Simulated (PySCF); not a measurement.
Caution: the restricted solution is unstable towards spin-unrestricted or complex orbitals, so a lower solution exists and this singlet may not be the ground state.

B3LYP has the VWN-RPA correlation part, as in Gaussian. 

# H₄OSi₂, SMILES `[SiH2]1O[SiH2]1` (charge 0, multiplicity 1)

These are B3LYP-D3(BJ)/def2-TZVP in PySCF values and carry that method's errors.

```
Item                                    Value
-------------  ------------------------------
HOMO                                 -5.76 eV
dipole moment                          0.67 D
HOMO–LUMO gap                         2.37 eV
LUMO                                 -3.40 eV
total energy                     -656.6769 Ha
cost           around 27 core-seconds (rough)
```

Bond lengths (Å): O1–Si2 1.683, O1–Si3 1.683, Si2–Si3 2.617, Si2–H4 1.492, Si2–H5 1.499, Si3–H6 1.492, Si3–H7 1.499. Bond angles (°): Si2–O1–Si3 102.1, O1–Si2–Si3 38.9, O1–Si2–H4 110.3, O1–Si2–H5 107.0, Si3–Si2–H4 96.7, Si3–Si2–H5 78.9, H4–Si2–H5 110.9, O1–Si3–Si2 38.9, O1–Si3–H6 110.3, O1–Si3–H7 107.0, Si2–Si3–H6 96.7, Si2–Si3–H7 78.9, H6–Si3–H7 110.9.
